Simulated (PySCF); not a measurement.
Al(Cl)(Me)(Et) (C3H8AlCl), SMILES C[CH2][Al]([CH3])[Cl]. Atoms are numbered in the order given.

```xyz
13

Al     0.2893     0.4651     0.1577
Cl     0.1076    -1.3807     1.2016
C      1.3645     1.8604     0.9958
H      2.3985     1.5112     1.1622
H      0.9609     2.1218     1.9896
H      1.4103     2.7831     0.3946
C     -0.6337     0.6213    -1.5624
C     -1.4397    -0.5914    -2.0493
H      0.1342     0.9027    -2.3102
H     -1.2820     1.5175    -1.4960
H     -2.2368    -0.8611    -1.3379
H     -0.8035    -1.4843    -2.1591
H     -1.9188    -0.4066    -3.0257
```

Geometry: B3LYP-D3(BJ)/def2-SVP. The values are those of a single conformer.

Two levels are set side by side: PBE/pcSseg-1 (PySCF) and PBE0/pcSseg-1 (PySCF). GIAO shifts against HCl (³⁵Cl), TMS (¹H), TMS (¹³C) at the same level; non-relativistic, no solvent, atoms listed together averaged. Without spin–orbit terms, shifts of atoms bonded to Cl or Br come out too high at both levels. Differences are taken from unrounded values.

```
quantity                 PBE
----------------------  ----
δ(³⁵Cl) of Cl2 (ppm)    84.4
δ(¹³C) of C3 (ppm)      -5.6
δ(¹³C) of C7 (ppm)      12.2
δ(¹³C) of C8 (ppm)      12.8
δ(¹H) of H9, H10 (ppm)  0.72
```

These are the PBE values. What does PBE0 give? (Estimate from the structure and the level; the computed values follow.)


| quantity | PBE0 | PBE minus PBE0 |
|---|---|---|
| δ(³⁵Cl) of Cl2 (ppm) | 54.5 | 29.8 |
| δ(¹³C) of C3 (ppm) | -5.8 | 0.2 |
| δ(¹³C) of C7 (ppm) | 9.4 | 2.7 |
| δ(¹³C) of C8 (ppm) | 12.2 | 0.5 |
| δ(¹H) of H9, H10 (ppm) | 0.59 | 0.13 |

Rough cost on one machine, each run with all the roots and properties that it gave: PBE0 against PBE within a factor of 2.
